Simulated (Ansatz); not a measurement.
Two shapes of singlet SF₆.

Shape 1:

```xyz
7

S     0.0243    0.0435   -0.0043
F     1.5321   -0.0120   -0.0009
F    -1.5446   -0.0345    0.0028
F    -0.0106    1.6172    0.0324
F    -0.0453   -1.5864   -0.0203
F    -0.0121    0.0430    1.5582
F     0.0309   -0.0065   -1.6194
```

Shape 2:

```xyz
7

S     0.0000    0.0000    0.0000
F     1.7071    0.0000    0.0000
F    -1.7071    0.0000    0.0000
F     0.0000    1.7071    0.0000
F     0.0000   -1.7071    0.0000
F     0.0000    0.0000    1.7071
F     0.0000    0.0000   -1.7071
```

Basis set: 6-31G* (spherical functions). Frozen core: 11 orbitals. Charge 0, multiplicity 1.

Computed with Ansatz (development build ahead of 0.2.0); each method stands on the lowest determinant of its kind that the runs found.

Q: Which shape is lower in energy, and by how much in each method?

A:

| method | E(2) − E(1) (eV) |
| --- | --- |
| RHF | 2.251 |
| RHF-MP2 | 0.861 |

Shape 1 is lower. Caution: no unrestricted run beside it, a lower state can exist.
